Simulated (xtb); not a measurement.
Cl₃Y, charge -1, doublet, at a GFN2-xTB geometry (such geometries of metal compounds can be far from the true shape) (the multiplicity is a formal guess). Base run: GFN0-xTB (xtb).

Here is a job for xtb.
```
$ xtb mol.xyz --gfn 0 --chrg -1 --uhf 1 --json

# file mol.xyz
4

Y      0.16987209     0.45252725     0.28581914
Cl     1.94848068    -0.73084871    -0.84458394
Cl    -0.90181555    -1.23380179     1.64575232
Cl    -1.43637169     0.92649976    -1.45687110
```

Each row names what was changed in the base input (with any setting that the change needs).

| change | ΔE vs base (kcal/mol) |
|---|---|
| base | 0.000 |
| acc = 1000 | 0.000 |
| file = coord | 0.000 |
| etemp = 10000 | -42.94 |
| acc = 30 | 0.000 |
